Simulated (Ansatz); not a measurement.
Total energies of ClF3MoO (`[O]=[Mo]([F])([F])([F])[Cl]`).

Cartesian coordinates in Å:
```
O -0.0470 -0.0728 1.7059
Mo -0.0353 0.0415 0.0712
F -1.4846 -0.9671 -0.4352
F -1.0777 1.4735 -0.4137
F 1.3736 1.1711 -0.2652
Cl 1.2709 -1.6462 -0.6629
```

Charge 0, multiplicity 1. Correlated methods include outer-core shells of Mo, which these sets cover unevenly. Mo: def2 effective core potential. The geometry is a stationary point of PBE0-D4/def2-TZVP. Basis def2-TZVPP, Ansatz 0.2.0.

RPA on PBE orbitals: Hartree–Fock energy of these orbitals -900.39157 Eh, correlation -2.57567 Eh (frozen core).

```
             functional  energy without D4 (Eh)  D4 term (kJ/mol)
                    PBE              -903.09327             -16.6
                 revPBE              -903.44546             -45.7
                   BLYP              -903.55881             -36.2
                 r2SCAN              -903.45202              -3.8
                 B97M-V              -903.34348                 –
                   PBE0              -903.03803             -14.0
                  B3LYP              -903.60662             -27.1
                r2SCANh              -903.38987              -4.1
HSE06 (plane-wave form)              -903.01527             -13.1
                  BHLYP              -903.26294             -22.2
              CAM-B3LYP              -903.44289             -14.3
                LC-ωPBE              -903.23487                 –
                ωB97M-V              -903.35494                 –
                 B2PLYP              -903.16650                 –
```

(1) Give the same for LDA (SPW92), r2SCAN0, ωB97X-V, PBE-QIDH. (Best estimate.)

B3LYP takes the VWN-RPA correlation (the form of Gaussian; ORCA's B3LYP/G). HSE06 is the plane-wave form, built on full-range PBE exchange. The double hybrids freeze the cores in their second-order part.

Results:

(1) The calculation gave: 
```json
{"functional": "LDA (SPW92)", "energy without D4 (Eh)": "-899.59249", "D4 term (kJ/mol)": "–"}
{"functional": "r2SCAN0", "energy without D4 (Eh)": "-903.29971", "D4 term (kJ/mol)": "-4.6"}
{"functional": "ωB97X-V", "energy without D4 (Eh)": "-903.31932", "D4 term (kJ/mol)": "–"}
{"functional": "PBE-QIDH", "energy without D4 (Eh)": "-902.84421", "D4 term (kJ/mol)": "–"}
```

LC-ωPBE has ω = 0.4 bohr⁻¹.
